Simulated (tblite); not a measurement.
C4H8GeS2.
Bonds: C1–C2 (double), C2–S3, S3–Ge4, C2–C5, C5–C6, C5–S7 (double). Hydrogens: H8, H9 on C1; H10, H11, H12 on Ge4; H13, H14, H15 on C6.

Computed with GFN2-xTB (tblite), gas phase: L-BFGS steps from a force-field or distance-geometry start until the largest atomic force falls under 0.01 eV/Å.

Step 40: E = -572.3276 eV
```
atom  x, y, z in Å  |  force x, y, z in eV/Å
C1     -0.0215    1.5700   -0.5551   -0.011   0.038   0.029
C2     -0.2816    0.2732   -0.3507   -0.012   0.070   0.047
S3      0.4473   -0.6635    0.9858    0.036   0.042  -0.047
Ge4     1.9114    0.7103    1.9178   -0.067  -0.077  -0.069
C5     -1.1997   -0.4833   -1.1978    0.117  -0.012  -0.023
C6     -1.3855   -1.9364   -0.9381    0.049   0.035  -0.072
S7     -2.0186    0.2403   -2.4163    0.043  -0.005   0.064
H8     -0.5009    2.0974   -1.3642    0.004  -0.067  -0.019
H9      0.6482    2.1510    0.0649   -0.067  -0.095  -0.030
H10     2.8702    1.2431    0.8900   -0.009  -0.004   0.045
H11     2.6312   -0.1304    2.9222   -0.013   0.006  -0.012
H12     1.2089    1.8447    2.6054    0.030   0.041   0.001
H13    -0.4299   -2.4489   -0.8246   -0.005   0.078   0.056
H14    -1.9391   -2.3975   -1.7483   -0.106  -0.001  -0.073
H15    -1.9447   -2.0620   -0.0127    0.012  -0.048   0.104
```

Step 41: E = -572.3293 eV
```
atom  x, y, z in Å  |  force x, y, z in eV/Å
C1     -0.0214    1.5705   -0.5556   -0.022   0.026   0.011
C2     -0.2830    0.2747   -0.3501   -0.011   0.049   0.026
S3      0.4429   -0.6616    0.9862    0.039   0.010  -0.025
Ge4     1.9085    0.7084    1.9172   -0.041  -0.057  -0.051
C5     -1.1974   -0.4830   -1.1993    0.079  -0.023  -0.017
C6     -1.3843   -1.9356   -0.9387    0.000  -0.005  -0.027
S7     -2.0166    0.2389   -2.4180    0.039   0.008   0.047
H8     -0.4974    2.0973   -1.3663   -0.006  -0.056  -0.032
H9      0.6481    2.1484    0.0645   -0.040  -0.054  -0.001
H10     2.8657    1.2438    0.8885   -0.012  -0.007   0.049
H11     2.6329   -0.1302    2.9211   -0.021   0.005  -0.021
H12     1.2081    1.8416    2.6092    0.029   0.042  -0.003
H13    -0.4269   -2.4470   -0.8292   -0.032   0.070   0.037
H14    -1.9467   -2.3971   -1.7456   -0.052   0.028  -0.012
H15    -1.9368   -2.0611   -0.0058    0.052  -0.035   0.020
```

Task: Estimate the geometry and energy of step 42. (The exact step hangs on the optimiser's Hessian estimate; all steps are aligned on step 41, rigid shifts and turns removed.)

Result: E = -572.3310 eV, largest force 0.096 eV/Å
```
atom  x, y, z in Å  |  force x, y, z in eV/Å
C1     -0.0208    1.5704   -0.5567   -0.040   0.019  -0.011
C2     -0.2842    0.2764   -0.3487   -0.011   0.009  -0.004
S3      0.4371   -0.6585    0.9870    0.042  -0.041   0.016
Ge4     1.9033    0.7068    1.9176    0.001  -0.025  -0.021
C5     -1.1934   -0.4830   -1.2009    0.024  -0.041  -0.008
C6     -1.3837   -1.9349   -0.9394   -0.042  -0.033   0.019
S7     -2.0110    0.2376   -2.4206    0.029   0.022   0.020
H8     -0.4926    2.0938   -1.3704   -0.023  -0.028  -0.060
H9      0.6455    2.1468    0.0640    0.007  -0.001   0.044
H10     2.8594    1.2462    0.8894   -0.015  -0.011   0.046
H11     2.6349   -0.1317    2.9178   -0.035   0.007  -0.031
H12     1.2098    1.8416    2.6159    0.026   0.030  -0.010
H13    -0.4254   -2.4474   -0.8412   -0.041   0.055   0.017
H14    -1.9608   -2.3940   -1.7400   -0.001   0.051   0.036
H15    -1.9226   -2.0623    0.0042    0.079  -0.014  -0.053
```

The energy changes by -0.0017 eV. The first-order estimate −F·Δx gives -0.0025 eV and the mean of the old and new forces, exact on a quadratic surface, -0.0016 eV. The step makes an angle of 71° with the force vector and moves no atom by more than 0.017 Å.

The cost below is that of the whole relaxation. Hardware: one thread of an Arm Neoverse V2, no GPU, shared host with 32 logical CPUs at a one-minute load of 29. Cost: 0.51 s.
